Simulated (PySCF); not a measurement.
C₆H₇, SMILES [C]1=CCCC=C1 (connectivity only; charge and spin as stated), charge +1, multiplicity 1.

Coordinates come from a ωB97X-D3(BJ)/def2-SVP optimisation. The multiplicity is an assumed one; no other spin state was optimised. The isomer is the one that the SMILES or the coordinates give; other isomers of the formula were not compared. Other conformers were not sampled.

These are ωB97X-D3(BJ)/def2-SVP (PySCF) values and carry that method's errors.

No scaling factor is applied to the harmonic values.

Task: List the normal modes with their intensities. (Estimate from the structure and the level; the computed values follow.)

Result: 
| mode | ν (cm⁻¹) | IR (km/mol) | Raman (Å⁴/amu) | depolarisation | moving atoms (share of kinetic energy) |
|---|---|---|---|---|---|
| 1 | 211 | 0.9 | 2.4 | 0.61 | H 55 %, C 45 % |
| 2 | 235 | 31.7 | 3.6 | 0.74 | C 59 %, H 41 % |
| 3 | 291 | 16.4 | 3.6 | 0.75 | C 78 %, H 22 % |
| 4 | 529 | 5.5 | 4.3 | 0.68 | C 61 %, H 39 % |
| 5 | 567 | 19.6 | 1.1 | 0.75 | C 69 %, H 31 % |
| 6 | 658 | 28.3 | 7.7 | 0.28 | C 68 %, H 32 % |
| 7 | 768 | 63.3 | 3.4 | 0.71 | H 61 %, C 39 % |
| 8 | 793 | 42.0 | 3.0 | 0.71 | H 64 %, C 36 % |
| 9 | 848 | 0.9 | 3.9 | 0.05 | C 68 %, H 32 % |
| 10 | 874 | 3.5 | 16.5 | 0.20 | C 71 %, H 29 % |
| 11 | 919 | 6.0 | 1.4 | 0.74 | C 50 %, H 50 % |
| 12 | 945 | 28.0 | 2.4 | 0.25 | H 55 %, C 45 % |
| 13 | 1015 | 30.3 | 11.4 | 0.55 | H 59 %, C 41 % |
| 14 | 1025 | 7.0 | 2.1 | 0.64 | H 53 %, C 47 % |
| 15 | 1058 | 1.6 | 6.8 | 0.55 | H 57 %, C 43 % |
| 16 | 1143 | 12.8 | 0.8 | 0.75 | H 71 %, C 29 % |
| 17 | 1166 | 1.9 | 13.2 | 0.48 | H 85 %, C 15 % |
| 18 | 1195 | 12.9 | 9.2 | 0.16 | H 67 %, C 33 % |
| 19 | 1241 | 8.7 | 3.7 | 0.72 | H 80 %, C 20 % |
| 20 | 1312 | 10.2 | 3.8 | 0.68 | H 77 %, C 23 % |
| 21 | 1359 | 11.7 | 1.9 | 0.73 | H 59 %, C 41 % |
| 22 | 1392 | 50.3 | 6.7 | 0.63 | C 50 %, H 50 % |
| 23 | 1435 | 19.3 | 15.1 | 0.69 | H 91 %, C 9 % |
| 24 | 1452 | 12.9 | 9.4 | 0.57 | H 91 %, C 9 % |
| 25 | 1554 | 103.3 | 42.0 | 0.15 | C 88 %, H 12 % |
| 26 | 1873 | 87.3 | 32.7 | 0.17 | C 96 % |
| 27 | 3055 | 3.1 | 117.0 | 0.17 | H 94 % |
| 28 | 3117 | 0.0 | 95.7 | 0.14 | H 94 % |
| 29 | 3166 | 1.8 | 79.7 | 0.44 | H 91 %, C 9 % |
| 30 | 3188 | 3.2 | 70.6 | 0.69 | H 90 %, C 10 % |
| 31 | 3203 | 18.2 | 94.1 | 0.32 | H 92 %, C 8 % |
| 32 | 3246 | 112.5 | 108.6 | 0.33 | H 91 %, C 9 % |
| 33 | 3258 | 31.9 | 135.6 | 0.21 | H 91 %, C 9 % |
